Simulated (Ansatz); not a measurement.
Basis sets compared for the cluster Li3Te⁺. The state is a singlet with charge 1. Geometry PBE0-D4/def2-TZVP. Ansatz on 4 threads of Arm Neoverse V2 on a shared host; times are rough, and most runs start from earlier orbitals.

```xyz
4

Li   -2.3270   -0.1346    0.6222
Li    0.7591   -1.1027   -2.0070
Li    1.6174    0.7768    1.6124
Te   -0.0495    0.4606   -0.2276
```

In the def2 sets Te takes a core potential; there is no spin–orbit coupling. The structure comes from a short search, and lower isomers may exist.

```csv
level,functions,energy (Eh),HOMO (eV),LUMO (eV),wall time
PBE-D4/def2-SVP,53,-290.4204,-8.00,-5.00,0.45 s
PBE0-D4/def2-SVP,53,-290.4592,-8.89,-4.44,0.45 s
```

Estimate the rows for PBE-D4/def2-TZVP, PBE0-D4/def2-TZVP.


| level | functions | energy (Eh) | HOMO (eV) | LUMO (eV) | wall time |
| --- | --- | --- | --- | --- | --- |
| PBE-D4/def2-TZVP | 92 | -290.4447 | -8.09 | -5.07 | 0.5 s |
| PBE0-D4/def2-TZVP | 92 | -290.4813 | -8.96 | -4.51 | 0.7 s |
